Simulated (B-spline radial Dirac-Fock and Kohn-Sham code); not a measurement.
## Ionisation of each subshell: Hf²⁰⁺

System: hafnium as Hf²⁰⁺, configuration [Kr] 4d10 4f6; nuclear rms radius 5.347 fm (A = 180).

Method: Dirac-Fock energy differences between relaxed states, corrected for Breit and QED terms. Computed with a radial B-spline solver. The model has no electron correlation. Energies are counted from the vacuum level.

All terms are in eV, carry their sign (relaxation lowers the binding energy) and add up to the binding energy; ⟨r⟩ is the mean radius of the orbital in the initial state.

```csv
subshell,−ε (Koopmans),relaxation,Breit,QED,binding energy,⟨r⟩ (bohr)
K,66300.2,-72.03,-209.26,-109.41,65909.5,0.019
L1,11924.4,-37.06,-23.24,-15.76,11848.4,0.080
L2,11388.2,-41.48,-38.44,0.14,11308.5,0.066
L3,10194.2,-38.59,-23.63,-1.46,10130.5,0.074
M1,3200.1,-15.21,-4.26,-3.62,3177.0,0.207
M2,2963.3,-16.13,-7.23,-0.05,2939.9,0.198
M3,2702.8,-14.83,-4.14,-0.37,2683.4,0.212
M4,2307.8,-17.23,-3.13,0.28,2287.7,0.186
M5,2251.7,-16.74,-2.00,0.13,2233.1,0.190
N1,1083.1,-3.26,-1.02,-0.93,1077.9,0.457
N2,983.2,-3.25,-1.69,-0.01,978.3,0.460
N3,918.1,-2.81,-0.92,-0.09,914.3,0.486
N4,751.6,-2.81,-0.58,0.06,748.3,0.493
N5,738.9,-2.66,-0.32,0.03,736.0,0.502
"N6,7",539.0,-2.68,0.06,0.04,536.4,0.508
```

For the deepest level, K (1s), the Breit terms make up -0.318 % of the binding energy, QED -0.166 % and orbital relaxation -0.109 %.

Spin-orbit splittings: 2p 1178.0 eV, 3p 256.5 eV, 3d 54.62 eV, 4p 63.97 eV, 4d 12.32 eV.

Going to the tabulated ground configuration of the next ion removes an electron from N6,7 (4f), computed at 536.4 eV. NIST lists 570 ± 30 eV as the ionisation energy of this species (theoretical), +33.57 eV from the computed value. Where a p, d or f shell is open in either ion the computed value averages over both j values and all terms, while the table refers to the lowest levels; that difference holds spin-orbit splitting (largest in heavy or highly charged ions), term energies where several electrons share open shells, and correlation, and it can reach 10 % or more.
